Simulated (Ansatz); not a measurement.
`S[SiH2][GeH3]` + H₂S → `S[SiH2]S` + GeH₄ at 600 K and 1 bar (cleavage of the Si–Ge bond).

Isolated molecules relaxed with PBE0-D4/def2-TZVP in Ansatz; ΔE leaves out vibrations. CCSD(T)/CBS adds triple-zeta CCSD(T) − MP2 to the extrapolated MP2 energy (def2 sets, frozen cores). This one scheme is used for every species. For Ge outer-core shells are correlated without core-valence functions, which leaves a few kJ/mol of doubt a bond. Scalar relativity is left out up to krypton. Each species was taken in one conformer, which may not be the lowest.

```json
{"species": "`S[SiH2][GeH3]`", "CCSD(T)/CBS energy (Eh)": "-2766.59259", "H − E (kJ/mol)": "189.9", "S (J/(mol·K))": "435.8"}
{"species": "H₂S", "CCSD(T)/CBS energy (Eh)": "-398.97279", "H − E (kJ/mol)": "60.8", "S (J/(mol·K))": "230.9"}
{"species": "`S[SiH2]S`", "CCSD(T)/CBS energy (Eh)": "-1087.08635", "H − E (kJ/mol)": "143.6", "S (J/(mol·K))": "388.5"}
{"species": "GeH₄", "CCSD(T)/CBS energy (Eh)": "-2078.49493", "H − E (kJ/mol)": "105.8", "S (J/(mol·K))": "256.4"}
```

H − E and S are ideal-gas, rigid-rotor, harmonic terms from PBE0-D4/def2-TZVP, for one conformer and one mirror image of each species. 1 Eh = 2625.50 kJ/mol, R = 8.31446 J/(mol·K).

Problem. By hand: ΔE, ΔH, ΔS and ΔG.

Solution. ΔE = (-1087.08635) + (-2078.49493) − (-2766.59259) − (-398.97279) = -0.01590 Eh = -41.7 kJ/mol. Δ(H − E) = 143.6 + 105.8 − 189.9 − 60.8 = -1.3, so ΔH = -43.0 kJ/mol. ΔS = 388.5 + 256.4 − 435.8 − 230.9 = -21.8 J/(mol·K). ΔG = -43.0 − 600 × (-21.8)/1000 = -29.9 kJ/mol.

Problem. By hand: the equilibrium constant, and the temperature at which ΔG would vanish if ΔH and ΔS stayed fixed.

Solution. log₁₀ K = −ΔG/(RT ln 10) = 2.6. ΔG = 0 at ΔH/ΔS = 1972 K.

ΔH outweighs TΔS. A doubt of 5 kJ/mol in ΔE shifts log₁₀ K by 0.4 here. Other conformers and mirror images would add mixing entropy, several J/(mol·K) or more a flexible species. These are equilibria of isolated gas molecules and say nothing of rates. Largest T1 diagnostic: 0.012 (customary marks: 0.02 for closed shells, 0.045 for open ones).
